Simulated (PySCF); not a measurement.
**Nd⁴⁷⁺: ionisation energy**

Nd⁴⁷⁺ [Ne] 3s2 3p1 (2P) → Nd⁴⁸⁺ [Ne] 3s2 (1S), as a difference of total energies. Calculation: PySCF 2.14, in an even-tempered Gaussian basis (18 s from 9.6 bohr⁻², ratio 2.5; 12 p from 12 bohr⁻², ratio 2.5; 4 d from 50 bohr⁻², ratio 2.7; 4 f from 74 bohr⁻², ratio 2.7); scalar relativity by spin-free X2C-1e. Correlated levels: outer shells: 1s2 frozen; virtual orbitals above 40 to 60 times the deepest correlated orbital energy dropped. The calculations carry no spin-orbit coupling.

```
                method  ionisation energy (eV)
                   UHF                  3905.7
    MP2 (outer shells)                  3906.3
SCS-MP2 (outer shells)                  3906.1
   CCSD (outer shells)                  3906.3
CCSD(T) (outer shells)                  3906.3
```

A first-order spin-orbit estimate (lowest level to lowest level, LS coupling) adds 85.470 eV.

Breit and QED terms and the two-electron picture change are absent.

First order in ζ underestimates the shift of j = l − 1/2 levels at high Z.

For comparison: 3997 ± 4 eV (theoretical estimate listed by NIST; NIST Atomic Spectra Database, ionization energies).
